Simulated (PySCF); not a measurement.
# Ca (calcium, neutral) across methods

[Ar] 4s1 4p1, high-spin 3P determinant (an excited configuration). All numbers are calculated (PySCF 2.14, the spin-free X2C one-electron Hamiltonian (Gaussian nucleus), in aug-cc-pwCVTZ-X2C (9s8p6d3f, 84 functions)).

```
method  E (hartree)  mean ε 3p β (eV)  mean ε 4s α (eV)  mean ε 4p α (eV)  Σ⟨r²⟩ (bohr²)   ⟨S²⟩
   UHF   -679.59900           -37.288            -7.152            -4.285          63.53  2.000
   PBE     -680.178           -29.006            -4.666            -2.266          61.53  2.000
  PW91     -680.402           -29.061            -4.706            -2.283          61.46  2.000
  PBE0     -680.221           -31.348            -5.374            -2.828          61.42  2.000
   LDA     -678.527           -29.054            -4.804            -2.228          61.49  2.000
  BLYP     -680.409           -28.838            -4.497            -2.018          62.02  2.000
r2SCAN     -680.354           -29.811            -4.747            -2.312          61.38  2.000
 HSE06     -680.243           -30.911            -5.003            -2.471          61.45  2.000
```
